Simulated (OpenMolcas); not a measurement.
N: from CASSCF to CASPT2

```json
{"Program": "OpenMolcas", "Basis": "ANO-RCC-VDZP [3s2p1d]", "Scalar Hamiltonian": "DKH2, point nucleus", "Active space": "3 electrons in 3 orbitals (2p)", "State averaging": "2S+1 = 4 odd, 1 root; 2S+1 = 2 odd, 8 roots", "Spin-orbit coupling": "RASSI with atomic mean-field integrals over the reference wave functions, term energies averaged over their components"}
```

Methods on the same reference wave functions:
A. CASSCF
B. SS-CASPT2, IPEA 0.25 Eh, imaginary shift 0.1 Eh (closed shells correlated: 1s 2s)

Energies in cm-1 above 2s2 2p3 4S* 3/2, the measured ground level; measured values from NIST Handbook of Basic Atomic Spectroscopic Data.

| Level | A | B | Measured |
| --- | --- | --- | --- |
| 2s2 2p3 4S* 3/2 | 0.0 | 0.0 | 0.0 |
| 2s2 2p3 2D* 3/2 | 23093 | 21410 | 19233 |
| 2s2 2p3 2D* 5/2 | 23093 | 21410 | 19224 |
| 2s2 2p3 2P* 1/2 | 38247 | 33240 | 28839 |
| 2s2 2p3 2P* 3/2 | 38248 | 33250 | 28839 |

Deviations, from unrounded energies. A percentage is the sum of absolute deviations over the sum of measured energies, with the sign that they share, or ± where signs differ.

```csv
Against measurement,Levels,A,B
mean absolute deviation (cm-1),4,6600,3300
other terms of the ground configuration (%),4,+27.6,+13.7
```

B lies closest to measurement on these levels. The largest miss of B in the table is 2s2 2p3 2P* 3/2, by +4400 cm-1. The ranking rests on the paired levels alone, and a cruder setting can come out closer through cancelling errors.

From A to B the spin-free energies of the other terms of 2s2 2p3 shown, above 4S*, scale by factors of 0.87 to 0.93.

The lowest spin-free term lies below A's lowest term by 0.086 hartree in B.

Term energies are means over components that CASPT2 splits; among the terms shown or strongly mixed into the levels shown the widest spread is 140 cm-1 (2s2 2p3 2P*, B). With the s shell closed, the reference lacks s² → p² mixing. Without dynamic correlation excited terms often stand tens of per cent too high (terms of higher spin than the ground term too low), and those without a measured partner can miss by more than the paired ones (holds for A). Some terms miss by over 15 % even with CASPT2, which points to a basis or an active space too small for the shells correlated (holds for B). Measured partners are found by configuration, term and J. A level has none where our copy of the source lacks it or the pairing is in doubt (some pairs that miss far off the trend of their configuration count as doubtful), and it then counts in no deviation. Only configurations of the active space appear.

* marks odd parity.
